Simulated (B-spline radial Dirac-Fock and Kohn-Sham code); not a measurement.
Nb³⁺ 4d5/2: cross section and angular parameters

System: the Nb³⁺ ion, configuration [Kr] 4d2; threshold 35.55 eV (orbital energy of the model). Model: Dirac-Hartree-Slater photoionisation with a Latter tail; cross sections with all multipoles, angular parameters from the dipole term and its interference with E2. Program: a B-spline atomic structure program.

For linearly polarised light dσ/dΩ = σ/(4π) [1 + β P₂(cos θ) + (δ + γ cos²θ) sin θ cos φ], with θ from the polarisation vector and φ the angle between the beam and the projection of the electron momentum on the plane normal to the polarisation.

```tsv
hν (eV)	σ (kb)	β	γ	δ
59.1	213	1.857	-0.037	0.009
61.8	151	1.940	-0.037	0.010
82.7	33.8	-0.146	0.199	-0.029
86.2	34.3	-0.565	0.215	-0.035
86.9	34.5	-0.625	0.215	-0.036
100	47.5	-0.740	0.155	-0.037
105	53.7	-0.591	0.130	-0.035
150	82.9	0.362	0.015	-0.014
248	59.0	0.952	-0.019	0.002
339	37.7	1.140	-0.007	0.011
400	28.0	1.205	0.010	0.015
408	26.9	1.212	0.012	0.015
449	22.3	1.239	0.026	0.018
454	21.8	1.242	0.028	0.018
589	12.5	1.288	0.081	0.025
600	12.0	1.289	0.086	0.026
1000	3.36	1.278	0.254	0.043
1730	0.689	1.158	0.511	0.073
1980	0.452	1.117	0.583	0.084
2330	0.268	1.063	0.670	0.099
2470	?	?	?	?
2870	0.134	0.988	0.783	0.122
2984.4	0.117	0.974	0.805	0.127
5414.7	0.0139	0.750	1.114	0.231
6940	0.00543	0.661	1.227	0.291
7230	0.00464	0.646	1.245	0.302
7720	0.00359	0.624	1.273	0.321
10200	0.00119	0.532	1.378	0.410
13200	0.000417	0.452	1.458	0.510
15000	0.000246	0.413	1.488	0.565
```

Question: Give the values at 2470 eV.

Answer: σ = 0.221 kb, β = 1.042, γ = 0.702, δ = 0.105.

Values without a named source are computed, but for edge energies of neutral atoms, which are taken from tables.
